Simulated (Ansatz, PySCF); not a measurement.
The pair A = CH3F (SMILES CF) (first 5 atoms), B = C2H3N (SMILES CC#N); geometry from B3LYP-D3(BJ)/def2-TZVP.
(charge 0, multiplicity 1):
```tsv
atom	x (Å)	y (Å)	z (Å)
C	0.3729	0.5925	-0.1777
F	1.1632	-0.2915	0.5656
H	-0.1778	1.2259	0.5152
H	1.0306	1.1901	-0.8090
H	-0.3111	0.0062	-0.7914
C	1.0554	-0.3338	3.8062
C	0.1440	0.7265	3.4096
N	-0.5750	1.5619	3.0829
H	1.4032	-0.8583	2.9169
H	1.9133	0.0867	4.3315
H	0.5482	-1.0375	4.4667
```

Cores are frozen in the correlated methods.

Programs: Ansatz (Gaussian orbitals); PySCF for the dispersion terms. 

The monomers are drawn apart, rigid, along the line of their centres of mass. Counterpoise-corrected interaction energies (kcal/mol):

| level | R = 4.284 Å | R = 5.256 Å |
|---|---|---|
| PBE/def2-TZVPPD | -1.6472 | -0.7890 |
| PBE-D3(BJ)/def2-TZVPPD | -2.0351 | -0.9203 |
| wB97M-V/def2-TZVPPD | -1.9694 | -0.9464 |
| CCSD(T)/aug-cc-pVDZ | -1.8814 | -0.9009 |

Question: R is the distance of the centres of mass. Find the local exponent m of E ∝ R⁻ᵐ between the two points.

Answer: 
m = ln(E₁/E₂)/ln(R₂/R₁): PBE/def2-TZVPPD 3.6; PBE-D3(BJ)/def2-TZVPPD 3.9; wB97M-V/def2-TZVPPD 3.6; CCSD(T)/aug-cc-pVDZ 3.6. For scale, two fixed dipoles give m = 3, dipole and quadrupole 4, quadrupoles 5, and dispersion or dipole-induced dipole 6 at long range; at these distances several terms mix, and what is left of overlap and damping shifts m, so it need not match one of them.

Ansatz is a quantum-chemistry and plane-wave program.
